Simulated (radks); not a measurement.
Results of a calculation; reference values are marked as such.
Problem. The mean radii <r> (bohr) of the occupied orbitals of an atom or ion are listed with their occupations. Level of theory: non-relativistic Kohn-Sham, PBEsol, spin-polarised, spherical densities, point nucleus (a radial shooting solver on a logarithmic mesh with Libxc functionals).

orbital  occ.      <r>
1s up       1  0.09689
1s down     1  0.09676
2s up       1   0.4224
2s down     1   0.4247
2p up       1   0.3679

Name the element and its charge. Open shells, if any, are filled with parallel spins first.

Solution. Z = 16, sulfur, charge +11: S11+ in [He] 2s2 2p1. The 1s radius gives Z: for a bare nucleus <r> = 1.5/Z, 0.09375 bohr for Z = 16, and screening makes it slightly larger (0.09689 here). The occupations add up to 5, and the charge is Z minus that.
